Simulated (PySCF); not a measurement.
**Ionisation energy along the 7-electron series**

Calculated with PySCF 2.14 and a two-component X2C-1e Hamiltonian (Gaussian nucleus, no Breit or QED terms), each ion in its own even-tempered basis scaled to its charge; GMP2 freezes nothing and drops the highest virtual spinors. Values in eV. NIST values: (m) measured, (s) semi-empirical, (t) theoretical.

```csv
ion,configuration,GHF (spin-free),GMP2 (spin-free),NIST
Ca¹³⁺,[He] 2s2 2p3,820.52,820.78,817.2 ± 0.6 (s)
Sc¹⁴⁺,[He] 2s2 2p3,930.65,930.88,926.5 ± 0.7 (s)
Ti¹⁵⁺,[He] 2s2 2p3,1047.7,1047.9,1042.5 ± 0.8 (s)
```

Between Z = 20 and Z = 22 the GMP2 (spin-free) value grows as Z to the power 2.56.
